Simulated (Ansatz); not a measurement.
SiNH5OF2, singlet: a nudged elastic band.

Input (in.yaml):

```yaml
crystal:
  periodic: [false, false, false]
  atoms:
    - {symbol: Si, position_ang: [0.673127, 0.378880, 0.312794]}
    - {symbol: O, position_ang: [0.640564, -1.262322, 0.509610]}
    - {symbol: F, position_ang: [-0.285300, 1.258093, 1.259255]}
    - {symbol: F, position_ang: [2.068719, 0.671375, 1.101363]}
    - {symbol: H, position_ang: [1.044895, 0.993582, -0.978294]}
    - {symbol: H, position_ang: [-0.994167, -0.663998, -1.476905]}
    - {symbol: N, position_ang: [-1.158007, -0.053711, -0.684264]}
    - {symbol: H, position_ang: [1.405972, -1.572400, 0.999195]}
    - {symbol: H, position_ang: [-1.772381, -0.537339, -0.037904]}
    - {symbol: H, position_ang: [-1.623423, 0.787741, -1.004849]}
basis:
  gaussian: {orbitals: def2-SVP}
hamiltonian: {xc: pbe0, dispersion: d4}
neb:
  images: 5
  climbing: true
  max_iterations: 30
  initial_path: idpp
  climb: true
  final_atoms:
    - {symbol: Si, position_ang: [0.196378, 1.121115, 0.345452]}
    - {symbol: O, position_ang: [0.937272, -2.058297, -0.704142]}
    - {symbol: F, position_ang: [-0.261462, 2.521492, 0.938344]}
    - {symbol: F, position_ang: [0.823557, 0.345561, 1.579555]}
    - {symbol: H, position_ang: [1.191649, 1.362122, -0.703943]}
    - {symbol: H, position_ang: [0.141924, -1.535775, -0.534153]}
    - {symbol: N, position_ang: [-1.086986, 0.175998, -0.247515]}
    - {symbol: H, position_ang: [1.324379, -2.201330, 0.162483]}
    - {symbol: H, position_ang: [-1.859405, -0.068516, 0.354739]}
    - {symbol: H, position_ang: [-1.407307, 0.337531, -1.190820]}
```

Launched with

```bash
ansatz run in.yaml --threads 4 --pin off --events-out ev --progress --plain --max-ram 9574MiB
```

The run's output (Ansatz 0.2.0):

```
Error: YAML parse error: error: line 22 column 3: unknown field `climb`, expected one of images, spring, climbing, order_check, relax_end_points, f_tol, exx_force_gate, max_iterations, max_displacement, density_extrapolation, optimiser, initial_path, freeze_fraction, magnetization_jump, magnetization_bend, levels_near_fermi, parallel_images, constraints, final_atoms
  --> <input>:22:3
   |
20 |   max_iterations: 30
21 |   initial_path: idpp
22 |   climb: true
   |   ^ unknown field `climb`, expected one of images, spring, climbing, order_check, relax_end_points, f_tol, exx_force_gate, max_iterations, max_displacement, density_extrapolation, optimiser, initial_path, freeze_fraction, magnetization_jump, magnetization_bend, levels_near_fermi, parallel_images, constraints, final_atoms
23 |   final_atoms:
24 |     - {symbol: Si, position_ang: [0.196378, 1.121115, 0.345452]}
   |
```

Hardware: 4 CPU threads of an AMD EPYC, shared host. Wall time about 0.05 s.


The program refused the input. The block holds a key that the program does not know.